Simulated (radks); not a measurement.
Effect of the nuclear size on the osmium ion Os2+, [Xe] 4f14 5d6. Method: Dirac Kohn-Sham, BLYP, spin-unpolarised, spherical densities, finite nucleus; open shells are shared between the two j in proportion to 2j + 1; Fermi nuclear charge, rms radius 5.4126 fm; computed with a radial shooting solver on a logarithmic mesh with Libxc functionals. The rms radius is varied about that value; shifts are against it.

rms radius (fm),total energy shift (eV),density at nucleus (e/bohr^3),1s1/2 shift (meV),2s1/2 shift (meV),5s1/2 shift (meV),5p1/2 shift (meV),5d5/2 shift (meV),6s1/2 (empty) shift (meV),6p1/2 (empty) shift (meV)
4.3626,-25.8,1.814e+06,-10400,-1500,-15.5,-0.154,0.157,-2.06,-0.081
5.2015,-5.47,1.7e+06,-2210,-317,-3.29,-0.033,0.033,-0.436,-0.017
5.4126,0,1.676e+06,0.000,0.000,0.000,0.000,0.000,0.000,0.000
5.6886,7.36,1.645e+06,2970,427,4.43,0.045,-0.045,0.587,0.023
5.9593,14.8,1.617e+06,5980,858,8.90,0.090,-0.090,1.18,0.047

Slopes of the eigenvalues against <r^2> in GHz/fm^2, as finite differences over the two radii next to the reference (eigenvalue slopes, not the field-shift constants of lines): 1s1/2 236000, 2s1/2 33900, 5s1/2 352, 5p1/2 3.54, 5d5/2 -3.56, 6s1/2 (empty) 46.6, 6p1/2 (empty) 1.84.
